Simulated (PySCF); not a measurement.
The dipole of `CCC[AsH2+][AlH3-]` from its density and from atomic charges.

Coordinates (PBE0-D3(BJ)/def2-SVP, Å) and charges (e) from the PBE0/pcSseg-1 density (PySCF):

```json
{"atom": "C1", "x": "-1.575", "y": "-0.991", "z": "0.269", "Mulliken": "-0.3015", "IAO": "-0.4107", "Hirshfeld": "-0.1138", "ESP-fitted": "-0.2212"}
{"atom": "C2", "x": "-1.644", "y": "0.525", "z": "0.366", "Mulliken": "-0.2725", "IAO": "-0.2444", "Hirshfeld": "-0.0630", "ESP-fitted": "+0.1431"}
{"atom": "C3", "x": "-0.601", "y": "1.262", "z": "-0.467", "Mulliken": "-0.3679", "IAO": "-0.4237", "Hirshfeld": "-0.0966", "ESP-fitted": "-0.1274"}
{"atom": "As4", "x": "1.247", "y": "0.931", "z": "0.097", "Mulliken": "-0.0899", "IAO": "+0.4451", "Hirshfeld": "+0.2964", "ESP-fitted": "+0.0267"}
{"atom": "Al5", "x": "2.355", "y": "-1.397", "z": "-0.231", "Mulliken": "+0.6403", "IAO": "+0.2645", "Hirshfeld": "+0.2469", "ESP-fitted": "+0.6415"}
{"atom": "H6", "x": "-2.380", "y": "-1.459", "z": "0.855", "Mulliken": "+0.1270", "IAO": "+0.1457", "Hirshfeld": "+0.0465", "ESP-fitted": "+0.0640"}
{"atom": "H7", "x": "-1.680", "y": "-1.329", "z": "-0.774", "Mulliken": "+0.1230", "IAO": "+0.1398", "Hirshfeld": "+0.0428", "ESP-fitted": "+0.0557"}
{"atom": "H8", "x": "-0.622", "y": "-1.392", "z": "0.648", "Mulliken": "+0.1452", "IAO": "+0.1447", "Hirshfeld": "+0.0320", "ESP-fitted": "+0.0581"}
{"atom": "H9", "x": "-1.565", "y": "0.841", "z": "1.421", "Mulliken": "+0.1272", "IAO": "+0.1317", "Hirshfeld": "+0.0371", "ESP-fitted": "+0.0066"}
{"atom": "H10", "x": "-2.637", "y": "0.870", "z": "0.029", "Mulliken": "+0.1359", "IAO": "+0.1432", "Hirshfeld": "+0.0450", "ESP-fitted": "-0.0120"}
{"atom": "H11", "x": "-0.646", "y": "0.946", "z": "-1.522", "Mulliken": "+0.1638", "IAO": "+0.1554", "Hirshfeld": "+0.0490", "ESP-fitted": "+0.0981"}
{"atom": "H12", "x": "-0.762", "y": "2.349", "z": "-0.438", "Mulliken": "+0.1586", "IAO": "+0.1545", "Hirshfeld": "+0.0461", "ESP-fitted": "+0.0486"}
{"atom": "H13", "x": "1.233", "y": "1.563", "z": "1.472", "Mulliken": "+0.0838", "IAO": "-0.0154", "Hirshfeld": "-0.0018", "ESP-fitted": "+0.0528"}
{"atom": "H14", "x": "1.948", "y": "2.058", "z": "-0.627", "Mulliken": "+0.0905", "IAO": "-0.0079", "Hirshfeld": "+0.0016", "ESP-fitted": "+0.0547"}
{"atom": "H15", "x": "1.766", "y": "-1.633", "z": "-1.706", "Mulliken": "-0.2532", "IAO": "-0.2092", "Hirshfeld": "-0.1920", "ESP-fitted": "-0.2958"}
{"atom": "H16", "x": "3.885", "y": "-0.942", "z": "-0.087", "Mulliken": "-0.2534", "IAO": "-0.2025", "Hirshfeld": "-0.1906", "ESP-fitted": "-0.3015"}
{"atom": "H17", "x": "1.672", "y": "-2.189", "z": "0.984", "Mulliken": "-0.2570", "IAO": "-0.2109", "Hirshfeld": "-0.1852", "ESP-fitted": "-0.2923"}
```

Problem. Form Σ q r in debye for every column and set it beside the full dipole.

Solution. The full density gives (-3.13, 3.92, 0.38) D, 5.03 D in size; dipole vectors point from the negative to the positive end.

```
    scheme     μx    μy    μz  size (D)  share of the full size (%)  angle to the full dipole (°)
  Mulliken  -2.04  2.15  0.36      2.98                          59                             6
       IAO  -2.57  4.27  0.61      5.02                         100                             8
 Hirshfeld  -2.60  4.05  0.52      4.84                          96                             6
ESP-fitted  -3.06  3.93  0.39      5.00                          99                             1
```

Problem. Which set comes closest?

Solution. Length of the difference vector: ESP-fitted 0.07 D, Hirshfeld 0.56 D, IAO 0.70 D, Mulliken 2.08 D. Closest: ESP-fitted. 

Problem. What is left for the Hirshfeld atoms' own dipoles?

Solution. The shares of the density sum to the whole, so what Σ q r misses lies in dipoles about the nuclei. The atomic dipoles sum to (-3.13, 3.92, 0.38) − (-2.60, 4.05, 0.52) = (-0.53, -0.13, -0.14) D, 0.56 D in size.

Problem. With the origin at the mean of the coordinates, (0.000, 0.001, 0.017) Å, which are the largest single terms, by size, of the Mulliken dipole along the direction of the full one?

Solution. Al5 -7.92, H16 +3.85, H17 +3.30, H15 +3.04, C3 -2.33 D; all 17 atoms together +2.97 D. The single terms depend on the origin, their sum doesn't.

Problem. Give the size of the full dipole in other units.

Solution. 5.03 D = 1.979 au = 1.047 e·Å = 16.78 × 10⁻³⁰ C·m.

One conformer (not necessarily the lowest) at the PBE0-D3(BJ)/def2-SVP geometry, without solvent, vibrations or thermal averaging. The calculation is non-relativistic, for arsenic too.

These values come from a run that also computed NMR shieldings. Hardware: one thread, Arm Neoverse V1 (shared host). Cost: 24 s wall.

Conformer computed: `[CH3:1][CH2:2][CH2:3][AsH2+:4][AlH3-:5]`: C1–C2–C3–As4 -64°, C2–C3–As4–Al5 69°.
